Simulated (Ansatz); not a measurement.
Input file for Ansatz (a quantum-chemistry and plane-wave program): R-PBE/def2-TZVPP on H5PSn (SMILES [PH2][SnH3]), a point of a torsion scan. Elements past Kr take the def2 small-core potentials; no spin–orbit coupling.

Ansatz 0.2 input:
```yaml
crystal:
  periodic: [false, false, false]
  atoms:
    - {symbol: P, position_ang: [1.57470443, -0.51642550, 0.30297721]}
    - {symbol: Sn, position_ang: [-0.83417103, 0.04828966, 0.09898487]}
    - {symbol: H, position_ang: [1.97106606, 0.80838912, 0.35445525]}
    - {symbol: H, position_ang: [1.77553304, -0.58738394, -1.06357581]}
    - {symbol: H, position_ang: [-1.37945037, 0.49420262, -1.42799426]}
    - {symbol: H, position_ang: [-1.78277671, -1.25539256, 0.53351624]}
    - {symbol: H, position_ang: [-1.29702973, 1.29400592, 1.11855884]}
basis:
  gaussian:
    orbitals: def2-TZVPP
hamiltonian:
  xc: {name: PBE}
scf: {lower_state_search: off}
```

Question: Give the final energy of this run.

Answer: -558.4683 hartree.
